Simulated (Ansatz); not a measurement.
**Which method gave which barrier?**

Saddle point of Si₂H₄ClOF₃, closed shell (Si₂H₃ClOF₂ ([F][Si]([F])([Cl])[O][SiH3]) + HF → SiClF₃ ([F][Si]([F])([F])[Cl]) + SiH₄O ([OH][SiH3]); bonds formed: Si1–F8, O2–H7; bonds broken: Si1–O2, H7–F8), PBE0-D4/def2-TZVP structure:

```
11
angstrom
Si -0.3384 0.7025 1.1488
O 0.2203 0.2131 -0.4240
Si 0.1580 -1.2267 -1.3102
F -1.0312 -0.7298 1.4071
F -1.6266 1.6095 1.2284
Cl 0.9510 0.7307 2.7124
H 0.6352 1.2898 -0.4606
F 0.5669 2.1609 0.3591
H 0.8905 -0.9217 -2.5582
H -1.2580 -1.5476 -1.5756
H 0.8322 -2.2808 -0.5273
```

Computed with Ansatz 0.2.0 (basis: def2-TZVPP, with def2-QZVPP for the basis limit); correlated methods freeze the cores. Extrapolation: Hartree–Fock as exp(−7.88 √X), correlation as X^−2.97. Four methods, as single points on the PBE0-D4 structures, gave these electronic barriers from the start structure: 82.4, 97.5, 111.5, 150.0 kJ/mol.

**Question.** The methods were, in alphabetical order, BHLYP-D4, BLYP-D4, HF, r2SCAN-D4. Which gave which? (A judgement: the text doesn't fix the answer.)

**Answer.** Computed: r2SCAN-D4 82.4; BLYP-D4 97.5; BHLYP-D4 111.5; HF 150.0 kJ/mol. For comparison, CCSD(T) at an estimated basis limit (MP2 extrapolated from triple and quadruple zeta, plus CCSD(T) − MP2 in triple zeta) gives 101.8 kJ/mol.

No T1 diagnostic of these runs exceeds 0.012.

Steps of this kind, hydrogen fluoride cutting a network bond, underlie vapour etching and the fluorination step of atomic layer etching. Here a small cluster stands in for the surface site.

Labels in which every atom is bracketed show which atoms are joined, not bond orders.

For scale, one of the runs: CCSD(T)/def2-TZVPP, 306 basis functions, launched by `ansatz run in.yaml --threads 4 --pin off --events-out ev --progress --plain --max-ram 66560MiB --backend cuda --devices 0, --max-vram 37GiB`. Hardware: 4 CPU threads of an AMD EPYC 7R13 and a share of one NVIDIA H100, shared host. Wall time 15 s; peak host memory 0.84 GiB.
